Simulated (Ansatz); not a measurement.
Calculated with Ansatz (gas phase, PBE0-D4/def2-TZVP geometries, no zero-point term in ΔE). CCSD(T)/CBS is the MP2 limit (def2-TZVPP, def2-QZVPP) plus CCSD(T) − MP2 in def2-TZVPP, frozen cores. Functionals use def2-TZVPP. B3LYP here is the variant with VWN-RPA as its local correlation; programs differ in this. Each species was taken in one conformer, which may not be the lowest.

Reaction (redistribution): 2 `OB(O)O[SiH3]` → `OB(O)OB(O)O` + `[SiH3]O[SiH3]`

Is it downhill or uphill in electronic energy at CCSD(T)/CBS, and by how much? (Best estimate.)

Computed: Nearly level: ΔE = -0.7 kJ/mol.

What do these levels give: LDA (SPW92), revPBE-D4, PBE0-D4, B3LYP-D4, r2SCANh-D4, BHLYP-D4, PBE0, B3LYP, RPA@PBE/def2-TZVPP, HF/def2-TZVPP, CCSD/def2-TZVPP, HF/CBS(def2)? (An estimate is asked.)

Computed: LDA (SPW92) -5.9, revPBE-D4 -0.7, PBE0-D4 -1.3, B3LYP-D4 -1.3, r2SCANh-D4 -0.8, BHLYP-D4 -1.6, PBE0 -0.7, B3LYP -0.4, RPA@PBE/def2-TZVPP 0.8, HF/def2-TZVPP 2.1, CCSD/def2-TZVPP 0.4, HF/CBS(def2) 1.3 kJ/mol.

What do rigid-rotor, harmonic-oscillator terms from PBE0-D4/def2-TZVP frequencies (298.15 K, 1 bar) make of the CCSD(T)/CBS value? (Best estimate.)

The calculation gave: ΔZPE = +0.4 kJ/mol, ΔH = 0.0 kJ/mol, ΔS = 6 J/(mol·K), ΔG = -1.9 kJ/mol. Modes under 50 cm⁻¹ make the entropy rough.

Largest T1 diagnostic among the species: 0.012.

Leaving LDA and LC-ωPBE aside and taking each functional with its dispersion term where it has one, the values, not all of them listed here, spread over 2.2 kJ/mol, from CAM-B3LYP-D4 to ωB97X-V. LDA lies −5.6 kJ/mol from PBE without D4.
